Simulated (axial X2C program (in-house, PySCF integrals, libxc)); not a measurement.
## Testing model relations on GeC⁺

A bond curve at the PBE0 level, two-component, was computed with an in-house relativistic program for diatomic molecules (basis Ge dyall-cv3z [9s9p7d4f1g], C dyall-v3z [7s6p2d1f] (cores contracted in-house)) for the state Ω = 3/2 (⟨Sz⟩ = 1.50, ⟨Lz⟩ = 0.00 at PBE0). Its fit gives Re = 1.9071 Å, ωe = 696.7 cm⁻¹, ωexe = 3.75 cm⁻¹ and αe = 3.419e-03 cm⁻¹; the masses are 73.9212 and 12.0000 u. Two-component means X2C with spin–orbit coupling and atomic mean-field Coulomb and Gaunt terms.

Question: Find the reduced mass, Be and the force constant.

Answer: From the PBE0 values: μ = 10.3240 u. Be = 16.8576/(μ Re²) = 0.449 cm⁻¹. k = 5.8918×10⁻⁷ μ ωe² = 2.95 mdyn/Å.

Question: Where do the fundamental and the first overtone lie?

Answer: ν(1←0) = ωe − 2ωexe = 689.2 cm⁻¹; ν(2←0) = 2ωe − 6ωexe = 1370.9 cm⁻¹.

Question: A Morse curve ties αe to the other constants (Pekeris). How well does that hold?

Answer: αe(Morse) = 6Be²/ωe × (√(ωexe/Be) − 1) = 3.281e-03 cm⁻¹; the PBE0 curve gives 3.419e-03 cm⁻¹, a ratio of 0.96.

Question: Estimate the centrifugal constant by the Kratzer relation.

Answer: D = 4Be³/ωe² = 7.46e-07 cm⁻¹.

The state is one determinant whose occupation by symmetry is held fixed; it was picked as the lowest of a PBE0 search that is not exhaustive. Density functionals use the spin component along the axis (collinear). With several unpaired electrons one determinant need not be a pure state. This is the top spin component of a Σ state; components of lower Ω are not single determinants and can lie lower.
